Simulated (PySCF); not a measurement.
This PySCF input asks for the NMR shieldings of `CCO[SiH2]NC1CC1`, C5H13NOSi; the geometry comes from GFN2-xTB.

```python
import basis_set_exchange as bse
import numpy as np
from pyscf import gto, dft
from pyscf.prop import nmr

atoms = """
C     3.579495    0.482311   -0.125667
C     2.335788    0.906775    0.641130
O     1.150708    0.612010   -0.033435
Si    0.638206   -0.802904   -0.629096
N    -0.961284   -0.422116   -1.117837
C    -1.939637    0.146998   -0.255363
C    -3.338208    0.363584   -0.737558
C    -3.060024   -0.680652    0.310816
H     3.567034    0.918429   -1.120807
H     4.471425    0.814211    0.398757
H     3.603156   -0.599877   -0.223150
H     2.326568    0.418166    1.624553
H     2.343561    1.991799    0.796116
H     0.775869   -1.849714    0.399580
H     1.327577   -1.215976   -1.852239
H    -1.377335   -1.037084   -1.798947
H    -1.499267    0.898922    0.384446
H    -3.588158    0.022215   -1.731281
H    -3.857193    1.262976   -0.443470
H    -3.386834   -0.495908    1.322199
H    -3.120368   -1.717219    0.013909
"""
names = dict.fromkeys(["C", "O", "Si", "N", "H"], "pcSseg-1")
basis = {el: gto.basis.parse(bse.get_basis(n, elements=[el], fmt="nwchem")) for el, n in names.items()}
mol = gto.M(atom=atoms, basis=basis, charge=0, verbose=0)
mf = dft.RKS(mol, xc="PBE0")
mf.grids.level = 2
mf.grids.alignment = dft.numint.BLKSIZE   # the property module wants whole blocks of grid points
mf.conv_tol = 1e-9
mf.kernel()

calc = nmr.RKS(mf)   # GIAO
C = mf.mo_coeff
Co = C[:, mf.mo_occ > 0]
resp = mf.gen_response(singlet=True, hermi=2)
def vind(x):   # induced exchange potential for any number of trial vectors
    d = np.einsum("pi,xij,qj->xpq", C, 2 * x.reshape(-1, C.shape[1], Co.shape[1]), Co, optimize=True)
    return np.einsum("xpq,pi,qj->xij", resp(d - d.transpose(0, 2, 1)), C, Co, optimize=True).ravel()
mo1, _ = nmr.rhf.solve_mo1(calc, with_cphf=vind)
sigma = calc.kernel(mo1)
for i, s in enumerate(sigma):   # ppm
    print("%2d %-2s %9.2f" % (i, mol.atom_pure_symbol(i), np.trace(s) / 3))
```

Q: Give the expected output.

A: 
```
 0 C     165.62
 1 C     124.41
 2 O     295.38
 3 Si    386.41
 4 N     217.28
 5 C     159.91
 6 C     178.06
 7 C     176.72
 8 H      30.14
 9 H      30.60
10 H      30.42
11 H      27.49
12 H      27.50
13 H      26.38
14 H      26.85
15 H      32.49
16 H      29.21
17 H      31.61
18 H      31.08
19 H      31.28
20 H      31.88
```

These numbers come from an equivalent density-fitted implementation of the same equations, which agrees with the script to about 0.01 ppm for H and up to a few tenths of a ppm for heavy atoms, so last digits may differ.

Size and cost of the density-fitted run: 208 basis functions, 65 s wall time on 1 thread of an Arm Neoverse N1, shared host; peak memory 0.94 GiB.
